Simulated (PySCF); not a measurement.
PySCF input for CH8O2Si3, SMILES [SiH2]1O[Si@H](C)[Si@H]1O, TDA-PBE/def2-SVPD. The structure is a stationary point at B3LYP-D3(BJ)/def2-SVP. The structure was generated by enumeration; whether it is a known compound was not checked. The values are those of a single conformer.

```python
import numpy as np
from pyscf import gto, scf, dft, tdscf

mol = gto.M(
    atom='''
    C     2.53411868   -0.72061788   -1.02817165
    Si    1.26140025   -0.10580403    0.20389843
    O     0.68735660    1.43577431   -0.24517558
    Si   -1.01189237    1.48039464   -0.29401117
    Si   -0.99108372   -0.87434276    0.06401553
    O    -1.81518707   -1.62787720    1.31531556
    H     2.09999811   -0.79435971   -2.03731631
    H     3.39285587   -0.03073810   -1.07056034
    H     2.90599086   -1.71599176   -0.73483810
    H     1.86561876   -0.05480763    1.57082508
    H    -1.56206338    2.33904823    0.79848417
    H    -1.47821828    2.03488491   -1.59875731
    H    -1.29686644   -1.69189733   -1.14384709
    H    -1.72732227   -1.22907812    2.18928111
    ''',
    basis='def2-SVPD',
    charge=0,
    spin=0,
    max_memory=1600,
    verbose=4,
)
mf = dft.RKS(mol, xc='pbe').density_fit(auxbasis='def2-universal-jkfit')
mf.grids.level = 3
mf.conv_tol = 1e-9
mf.max_cycle = 100
mf.kernel()
mf.grids = dft.Grids(mol).set(level=1).build(with_non0tab=True)  # coarser grid for the response kernel
td = tdscf.TDA(mf)
td.singlet = True
td.nstates = 6
td.conv_tol = 1e-4
td.positive_eig_threshold = 1e-6
td.kernel(x0=td.get_init_guess(mf, 11))
td.analyze()
tt = tdscf.TDA(mf)
tt.singlet = False
tt.nstates = 2
tt.conv_tol = 1e-4
tt.positive_eig_threshold = 1e-6
tt.kernel(x0=tt.get_init_guess(mf, 7))
tt.analyze(verbose=3)
```

Program output:

```
PySCF version 2.14.0

[INPUT] verbose = 4
[INPUT] num. atoms = 14
[INPUT] num. electrons = 72
[INPUT] charge = 0
[INPUT] spin (= nelec alpha-beta = 2S) = 0
[INPUT] symmetry False subgroup None
[INPUT] Mole.unit = angstrom
[INPUT] Symbol           X                Y                Z      unit          X                Y                Z       unit  Magmom
[INPUT]  1 C      2.534118680000  -0.720617880000  -1.028171650000 AA    4.788790272344  -1.361770433665  -1.942962827542 Bohr   0.0
[INPUT]  2 Si     1.261400250000  -0.105804030000   0.203898430000 AA    2.383701005958  -0.199940639575   0.385312189929 Bohr   0.0
[INPUT]  3 O      0.687356600000   1.435774310000  -0.245175580000 AA    1.298915723912   2.713220222586  -0.463314698631 Bohr   0.0
[INPUT]  4 Si    -1.011892370000   1.480394640000  -0.294011170000 AA   -1.912199446837   2.797540425874  -0.555600588863 Bohr   0.0
[INPUT]  5 Si    -0.991083720000  -0.874342760000   0.064015530000 AA   -1.872876797315  -1.652268355396   0.120971819419 Bohr   0.0
[INPUT]  6 O     -1.815187070000  -1.627877200000   1.315315560000 AA   -3.430206427152  -3.076242072424   2.485586175779 Bohr   0.0
[INPUT]  7 H      2.099998110000  -0.794359710000  -2.037316310000 AA    3.968421290004  -1.501122296289  -3.849969855009 Bohr   0.0
[INPUT]  8 H      3.392855870000  -0.030738100000  -1.070560340000 AA    6.411568374423  -0.058086590589  -2.023065842421 Bohr   0.0
[INPUT]  9 H      2.905990860000  -1.715991760000  -0.734838100000 AA    5.491526845889  -3.242754458410  -1.388642754896 Bohr   0.0
[INPUT] 10 H      1.865618760000  -0.054807630000   1.570825080000 AA    3.525508509251  -0.103571410236   2.968429190798 Bohr   0.0
[INPUT] 11 H     -1.562063380000   2.339048230000   0.798484170000 AA   -2.951871977412   4.420160546849   1.508916396101 Bohr   0.0
[INPUT] 12 H     -1.478218280000   2.034884910000  -1.598757310000 AA   -2.793427701526   3.845375174910  -3.021213455546 Bohr   0.0
[INPUT] 13 H     -1.296866440000  -1.691897330000  -1.143847090000 AA   -2.450722391740  -3.197222584583  -2.161557728481 Bohr   0.0
[INPUT] 14 H     -1.727322270000  -1.229078120000   2.189281110000 AA   -3.264166019162  -2.322621032495   4.137141707584 Bohr   0.0

nuclear repulsion = 451.870829000474
number of shells = 88
number of NR pGTOs = 302
number of NR cGTOs = 202
basis = def2-SVPD
ecp = {}


******** <class 'pyscf.df.df_jk.DFRKS'> ********
method = DFRKS
initial guess = minao
damping factor = 0
level_shift factor = 0
DIIS = <class 'pyscf.scf.diis.CDIIS'>
diis_start_cycle = 1
diis_space = 8
diis_damp = 0
SCF conv_tol = 1e-09
SCF conv_tol_grad = None
SCF max_cycles = 100
direct_scf = False
XC library pyscf.dft.libxc version 7.1.2
    S. Lehtola, C. Steigemann, M. J. T. Oliveira, and M. A. L. Marques,  SoftwareX 7, 1–5 (2018)
XC functionals = pbe
    J. P. Perdew, K. Burke, and M. Ernzerhof,  Phys. Rev. Lett. 77, 3865 (1996)
    J. P. Perdew, K. Burke, and M. Ernzerhof,  Phys. Rev. Lett. 78, 1396 (1997)
    J. P. Perdew, K. Burke, and M. Ernzerhof,  Phys. Rev. Lett. 77, 3865 (1996)
    J. P. Perdew, K. Burke, and M. Ernzerhof,  Phys. Rev. Lett. 78, 1396 (1997)
radial grids:
    Treutler-Ahlrichs [JCP 102, 346 (1995); DOI:10.1063/1.469408] (M4) radial grids

becke partition: Becke, JCP 88, 2547 (1988); DOI:10.1063/1.454033
pruning grids: <function nwchem_prune>
grids dens level: 3
symmetrized grids: False
atomic radii adjust function: <function treutler_atomic_radii_adjust>
small_rho_cutoff = 0
Set gradient conv threshold to 3.16228e-05
Initial guess from minao.
tot grids = 178288
init E= -1061.10941148403
  HOMO = -0.258666330318084  LUMO = -0.10949434643957  gap/eV = 4.05918
cycle= 1 E= -1060.61024564674  delta_E= 0.499  |g|= 1.16  |ddm|= 4.82
  HOMO = -0.0919115291594066  LUMO = -0.0428117524207652  gap/eV = 1.33607
cycle= 2 E= -1058.45537520111  delta_E= 2.15  |g|= 3.24  |ddm|= 4.65
  HOMO = -0.19810664335249  LUMO = -0.0619261319273527  gap/eV = 3.70566
cycle= 3 E= -1060.83971839201  delta_E= -2.38  |g|= 0.414  |ddm|= 4.03
  HOMO = -0.216605259421219  LUMO = -0.0701465472108418  gap/eV = 3.98534
cycle= 4 E= -1060.86353106043  delta_E= -0.0238  |g|= 0.309  |ddm|= 0.97
  HOMO = -0.217422695006561  LUMO = -0.0719132839538781  gap/eV = 3.95951
cycle= 5 E= -1060.88184780002  delta_E= -0.0183  |g|= 0.101  |ddm|= 0.365
  HOMO = -0.215389892002877  LUMO = -0.069878991635735  gap/eV = 3.95955
cycle= 6 E= -1060.88402711415  delta_E= -0.00218  |g|= 0.0263  |ddm|= 0.119
  HOMO = -0.214072461142292  LUMO = -0.0690512667052205  gap/eV = 3.94623
cycle= 7 E= -1060.884217797  delta_E= -0.000191  |g|= 0.00639  |ddm|= 0.0467
  HOMO = -0.21442296065682  LUMO = -0.06939815457668  gap/eV = 3.94633
cycle= 8 E= -1060.88422768107  delta_E= -9.88e-06  |g|= 0.00195  |ddm|= 0.0115
  HOMO = -0.2143729999146  LUMO = -0.069345588480255  gap/eV = 3.94640
cycle= 9 E= -1060.88422874298  delta_E= -1.06e-06  |g|= 0.000423  |ddm|= 0.00445
  HOMO = -0.21438826141745  LUMO = -0.0693656880720881  gap/eV = 3.94627
cycle= 10 E= -1060.8842287855  delta_E= -4.25e-08  |g|= 0.000162  |ddm|= 0.00103
  HOMO = -0.21438895725293  LUMO = -0.069364063556324  gap/eV = 3.94633
cycle= 11 E= -1060.88422879447  delta_E= -8.96e-09  |g|= 3.8e-05  |ddm|= 0.000451
  HOMO = -0.214386176302706  LUMO = -0.0693619633953322  gap/eV = 3.94631
cycle= 12 E= -1060.88422879505  delta_E= -5.8e-10  |g|= 6.22e-06  |ddm|= 0.000111
  HOMO = -0.214386489279499  LUMO = -0.0693623575404514  gap/eV = 3.94631
Extra cycle  E= -1060.88422879504  delta_E= 1.23e-11  |g|= 8.15e-06  |ddm|= 3.29e-05
converged SCF energy = -1060.88422879504
tot grids = 54552
Overwritten attributes  positive_eig_threshold  of <class 'pyscf.tdscf.rks.TDA'>


******** <class 'pyscf.tdscf.rks.TDA'> for <class 'pyscf.df.df_jk.DFRKS'> ********
nstates = 6 singlet
deg_eia_thresh = 1.000e-03
wfnsym = None
conv_tol = 0.0001
eigh lindep = 1e-12
eigh level_shift = 0
eigh max_cycle = 100


Excitation energies (eV)
[4.16416799 4.83454739 5.06613487 5.31250145 5.49127024 5.68683142]

** Singlet excitation energies and oscillator strengths **
Excited State   1:      4.16417 eV    297.74 nm  f=0.0032
      36 -> 37        0.70311
Excited State   2:      4.83455 eV    256.45 nm  f=0.1146
      36 -> 38       -0.69064
Excited State   3:      5.06613 eV    244.73 nm  f=0.0126
      35 -> 37       -0.68693
Excited State   4:      5.31250 eV    233.38 nm  f=0.0109
      34 -> 37       -0.68174
      35 -> 38        0.14404
Excited State   5:      5.49127 eV    225.78 nm  f=0.0038
      34 -> 37       -0.12509
      34 -> 38       -0.10984
      35 -> 38       -0.66556
Excited State   6:      5.68683 eV    218.02 nm  f=0.0091
      36 -> 39        0.50731
      36 -> 40       -0.47036

** Transition electric dipole moments (AU) **
state          X           Y           Z        Dip. S.      Osc.
  1        -0.1331      0.1009     -0.0618      0.0317      0.0032
  2         0.7617     -0.6066      0.1378      0.9672      0.1146
  3         0.1307      0.0505     -0.2860      0.1014      0.0126
  4        -0.1785     -0.0925      0.2080      0.0837      0.0109
  5        -0.0124     -0.0595      0.1577      0.0285      0.0038
  6         0.0038      0.2301      0.1119      0.0655      0.0091

** Transition velocity dipole moments (imaginary part, AU) **
state          X           Y           Z        Dip. S.      Osc.
  1         0.0153     -0.0063      0.0011      0.0003      0.0012
  2         0.0402     -0.0281     -0.0066      0.0025      0.0092
  3         0.0039      0.0068      0.0209      0.0005      0.0018
  4        -0.0364     -0.0231      0.0322      0.0029      0.0099
  5        -0.0008     -0.0125     -0.0084      0.0002      0.0007
  6        -0.0037      0.0196      0.0098      0.0005      0.0016

** Transition magnetic dipole moments (imaginary part, AU) **
state          X           Y           Z
  1        -0.4100     -0.4864     -0.0248
  2         0.0081     -0.3723     -1.0605
  3         0.0040      0.0678      0.0097
  4        -0.3775      0.3364     -0.0627
  5        -0.2672      0.2585     -0.2008
  6        -0.0373     -0.1785     -0.0621


******** <class 'pyscf.tdscf.rks.TDA'> for <class 'pyscf.df.df_jk.DFRKS'> ********
nstates = 2 triplet
deg_eia_thresh = 1.000e-03
wfnsym = None
conv_tol = 0.0001
eigh lindep = 1e-12
eigh level_shift = 0
eigh max_cycle = 100


Excitation energies (eV)
[3.66188739 4.13328899]

** Triplet excitation energies and oscillator strengths **
Excited State   1:      3.66189 eV    338.58 nm  f=0.0000
Excited State   2:      4.13329 eV    299.96 nm  f=0.0000
```

The calculation finished and met its thresholds.
